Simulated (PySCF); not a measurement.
B(Me)(OH)(SiH3), CH₇BOSi, SMILES CB(O)[SiH3], B3LYP/def2-SVP optimised geometry. Atoms within 1.6 Å of the plane z = 1.2 Å (x, y, z in Å): B1 (-0.35, -0.30, 0.00), C2 (-1.19, 1.04, 0.00), H3 (-0.90, 1.67, 0.86), H4 (-2.28, 0.90, 0.03), O6 (-0.95, -1.52, 0.00), H7 (-1.92, -1.48, 0.01), Si8 (1.69, -0.30, 0.00), H9 (2.28, -1.67, -0.13), H10 (2.22, 0.30, 1.27).

Calculation: B3LYP/def2-TZVP (PySCF).

Map of the deformation density (molecule minus spherical neutral atoms) (e/bohr³) on the plane z = 1.2 Å:

```
|...............................|
|...............................|
|...............................|
|...............................|
|...............................|
|...............................|
|..........     ................|
|.........       ...............|
|........         ..............|
|.......           .............|
|......     ..        ..........|
|......     ..        ..........|
|......              ...........|
|......             ..:=:.......|
|......             .:+@*:......|
|.......            .:=#+:......|
|.......             .:-:.......|
|.......              ....  ....|
|.......                    ....|
|.......     .             .....|
|.......    ...           ......|
|.......    ....         .......|
|........  .......     .........|
|...............................|
|...............................|
|...............................|
|...............................|
|...............................|
|...............................|
|...............................|
|...............................|
```
Scale: ten equal steps from -0.010 (start of ' ') to 0.081 (end of '@'), in the order ' .:-=+*#%@'; x runs from -4.50 to 4.50, y from -4.50 (bottom) to 4.50 (top).
